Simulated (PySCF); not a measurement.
## Which orbitals make which state

Species: C₄H₆Se.
Geometry (PBE0-D3(BJ)/def2-SVP, Å), atoms numbered from 1 in this order:
```xyz
11
C4H6Se angstrom
C     -2.2970   -0.0435    0.2922
C     -0.8543    0.1250    0.3335
C      0.3494    0.2711    0.3637
C      1.7876    0.4175    0.3974
Se     2.7103   -0.3284   -1.1798
H     -2.8058    0.9207    0.1379
H     -2.6754   -0.4773    1.2310
H     -2.5933   -0.7134   -0.5303
H      2.2203   -0.0437    1.2971
H      2.0826    1.4786    0.3993
H      2.1845   -1.6867   -0.9781
```

Method used: TDDFT PBE0/def2-SVPD, vertical, gas phase, core orbitals frozen in the response (PySCF 2.14.0, density-fitted response routines). Relativistic effects, spin–orbit coupling among them, are left out although an element past zinc is present.

Orbital energies (eV): HOMO-3 -9.77, HOMO-2 -7.50, HOMO-1 -7.39, HOMO -6.56, LUMO -0.38, LUMO+1 0.12, LUMO+2 0.82.

Computed singlets:

```json
{"state": "S1", "E (eV)": "4.64", "f": "0.0016"}
{"state": "S2", "E (eV)": "5.37", "f": "0.052"}
{"state": "S3", "E (eV)": "5.71", "f": "0.0039"}
{"state": "S4", "E (eV)": "5.95", "f": "0.086"}
{"state": "S5", "E (eV)": "6.28", "f": "0.0095"}
{"state": "S6", "E (eV)": "6.34", "f": "0.037"}
{"state": "S7", "E (eV)": "6.45", "f": "0.014"}
{"state": "S8", "E (eV)": "6.52", "f": "0.020"}
{"state": "S9", "E (eV)": "6.65", "f": "0.0012"}
{"state": "S10", "E (eV)": "6.77", "f": "0.0011"}
```

Problem. Which orbital pair leads each of S1, S2, S3, S4 and S8, and how does its energy difference Δε compare with the excitation energy?

Solution. 

```
state  leading configuration  weight  Δε (eV)  E (eV)  E − Δε (eV)       f  other configurations
   S1              HOMO→LUMO    0.95     6.18    4.64        -1.54  0.0016                     –
   S2            HOMO→LUMO+1    0.95     6.68    5.37        -1.31   0.052                     –
   S3            HOMO-2→LUMO    0.71     7.12    5.71        -1.41  0.0039           H-1→L (13%)
   S4            HOMO-1→LUMO    0.72     7.01    5.95        -1.06   0.086           H-2→L (16%)
   S8          HOMO-2→LUMO+1    0.62     7.62    6.52        -1.10   0.020           H→L+3 (10%)
```

E − Δε runs from -1.54 to -1.06 eV. By orbital difference alone the order would be S1, S2, S4, S3, S8.

H and L stand for HOMO and LUMO. The other states: S5 6.28 eV, f 0.0095, H-1→L+1 (41%), H→L+4 (11%), H-1→L+4 (10%); S6 6.34 eV, f 0.037, H→L+3 (37%), H-1→L+1 (32%), H→L+2 (19%); S7 6.45 eV, f 0.014, H→L+4 (52%), H→L+3 (22%), H-2→L+1 (13%); S9 6.65 eV, f 0.0012, H→L+2 (60%), H→L+4 (12%), H→L+3 (9%); S10 6.77 eV, f 0.0011, H-1→L+2 (16%), H→L+4 (14%), H-1→L+4 (13%).

Problem. Which computed triplets share their leading configuration (75% or more) with a singlet, and how far apart are the partners?

Solution. 

```
configuration  triplet  E(T) (eV)  singlet  E(S) (eV)  E(S) − E(T) (eV)
    HOMO→LUMO       T1       4.10       S1       4.64             +0.53
```

The 4 triplets are Tamm–Dancoff values, the singlets full response.

Summed over the main configurations (up to three a state, each over 8%) of all 10 singlets, the electron leaves HOMO with weight 4.37, HOMO-1 with weight 1.96 and HOMO-2 with weight 1.61.

The vertical ionisation energy (ΔSCF) is 8.62 eV, 1.86 eV above S10.

On one thread, Intel Xeon Platinum 8488C (x86_64), no GPU, shared host with 96 logical CPUs at a one-minute load of 28, this took 86 s wall (grids of density and orbitals included) and 0.79 GiB of memory at its peak.

One conformer stands for the species.
